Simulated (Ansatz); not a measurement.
Coupled-cluster run, CH$_{6}$InNSi, SMILES `N=[C]([SiH3])[InH2]`.

```yaml
crystal:
  periodic: [false, false, false]
  atoms:
    - {symbol: N, position_ang: [-0.437516, -0.460312, -1.690335]}
    - {symbol: C, position_ang: [-0.124698, -0.161027, -0.492158]}
    - {symbol: Si, position_ang: [0.345753, -1.551957, 0.690726]}
    - {symbol: In, position_ang: [-0.146079, 1.953711, 0.145716]}
    - {symbol: H, position_ang: [-0.677801, 0.359814, -2.257880]}
    - {symbol: H, position_ang: [0.296368, -2.894736, 0.058676]}
    - {symbol: H, position_ang: [-0.582599, -1.491529, 1.854324]}
    - {symbol: H, position_ang: [1.716159, -1.268983, 1.201967]}
    - {symbol: H, position_ang: [0.235884, 2.588969, 1.700386]}
    - {symbol: H, position_ang: [-0.625491, 2.926059, -1.211432]}
basis:
  gaussian: {orbitals: def2-SVP}
correlation: {method: ccsd_t}
```

```sh
$ ansatz run in.yaml --threads 4 --pin off --events-out ev --progress --plain --max-ram 10444MiB
```

Log, shortened:

```
Functional definition: HF
1101 factors; integrals over basis functions are off by at most 1.2e-3 eV
mean field evaluation 1: about -15608.6350 eV, gradient 2.8e1 eV
mean field evaluation 2: about -15608.6444 eV, gradient 2.8e1 eV
mean field evaluation 4: about -15611.2585 eV, gradient 3.7e0 eV
mean field evaluation 8: about -15611.3344 eV, gradient 1.8e-1 eV
mean field evaluation 16: about -15611.3168 eV, gradient 1.4e0 eV
mean field evaluation 32: about -15604.0958 eV, gradient 4.7e-1 eV
mean field -15611.33470038 eV, -573.7059684964 hartree, gradient 3.6e-6 eV, S^2 0.000000; 1 other end points of the search recorded, 0 dependent functions left out; unrestricted orbitals would lower it
11 core orbitals not correlated: weight in the atoms' cores, before any rotation towards them, 1.000 or more for the frozen orbitals, at most 0.000 for the correlated occupied ones
reference -15611.33470038 eV, -573.7059684964 hartree; 16, 16 occupied and 75, 75 virtual orbitals, 1101 factors
second order -13.26695075 eV of doubles, -0.00000000 eV of singles
cycle   1  -14.03636225 eV  change   -7.7e-1 eV  update   1.1e-1
cycle   2  -14.58384911 eV  change   -5.5e-1 eV  update   3.5e-2
cycle   3  -14.69250540 eV  change   -1.1e-1 eV  update   1.7e-2
cycle   4  -14.69100615 eV  change    1.5e-3 eV  update   4.8e-3
cycle   5  -14.69132020 eV  change   -3.1e-4 eV  update   2.2e-3
cycle   6  -14.69142094 eV  change   -1.0e-4 eV  update   6.3e-4
cycle   7  -14.69121803 eV  change    2.0e-4 eV  update   2.9e-4
cycle   8  -14.69124558 eV  change   -2.8e-5 eV  update   1.2e-4
cycle   9  -14.69125921 eV  change   -1.4e-5 eV  update   4.4e-5
cycle  10  -14.69124307 eV  change    1.6e-5 eV  update   1.7e-5
perturbative correction -0.52612076 eV, -0.0193345812 hartree
Total energy: -15626.55206421 eV, -574.2651963023 hartree
```

It took 1.9 s on 4 threads of an AMD EPYC 9R45 on a shared host, with 0.5 GiB of host memory at the peak.

MP2 recovers 87.2 % of the CCSD(T) correlation energy and the triples give 3.5 %; T1 = 0.0124.
